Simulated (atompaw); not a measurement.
**Hf (Z = 72): one change to a PAW (atompaw) potential, before and after**

atompaw 4.2.0.5 input, output lines left out:

```
Hf 72
LDA-PW scalarrelativistic loggrid 2001 logderivrange -7 5 301
6 6 5 4 0 0
6 1 0
5 2 2
0 0 0
c
c
c
c
v
v
c
c
c
v
v
c
c
v
c
2
2.95 2.45 2.10 2.45
n
n
y
4.45
n
bloechl gaussian
bessel
```

All-electron outer shells of the reference configuration (LDA (PW92), scalar-relativistic, ld1.x):

| shell | level (eV) | outermost node (bohr) | outermost maximum (bohr) |
| --- | --- | --- | --- |
| 4d | -206.47 | 0.23 | 0.47 |
| 5s | -67.18 | 0.55 | 1.01 |
| 5p | -35.71 | 0.60 | 1.16 |
| 4f | -17.03 | – | 0.45 |
| 6s | -5.26 | 1.37 | 2.89 |
| 5d | -2.87 | 0.67 | 1.71 |
| 6p | -1.47 | 1.66 | 4.05 |

Change: wave 5d channel at 4.45 Ry becomes 5d channel at -0.01 Ry.

Cutoffs: the cutoffs (Ry, on a coarse ladder) from which the occupation-weighted sum of valence levels, in a spherical-Bessel basis at the reference potential, stays within 10 and 1 mRy of its value at 400 Ry; they do not see the model core or the augmentation charge, which bear on the density cutoff.

Q: What does the change do?

A: The potential gets neither clearly harder nor softer (21 Ry and 25 Ry → 21 Ry and 25 Ry); the s channel sets the loose cutoff, while the largest relative change is in d, which becomes softer; the range in which the d phases agree narrows (upper end at the end of the scan → 0.9); neither file shows a bound ghost.

```tsv
quantity	base	changed
cutoff, loose	21 Ry	21 Ry
cutoff, tight	25 Ry	25 Ry
loose cutoff by channel (10 mRy a level)	s 15 Ry, p 15 Ry, d 12 Ry	s 15 Ry, p 15 Ry, d 10 Ry
bound ghosts	none	none
s: phases at 2.96 bohr within 0.05 rad from the reference energy up to (Ry; the scan ends near 5)	n/a	n/a
p: phases at 2.96 bohr within 0.05 rad from the reference energy up to (Ry; the scan ends near 5)	to the end of the scan	to the end of the scan
d: phases at 2.96 bohr within 0.05 rad from the reference energy up to (Ry; the scan ends near 5)	to the end of the scan	0.9
lowest overlap eigenvalue by channel	s 0.59, p 0.69, d 0.92	s 0.59, p 0.69, d 0.01
```

 The cutoffs see the waves, projectors and local potential, not the compensation charge or the core.
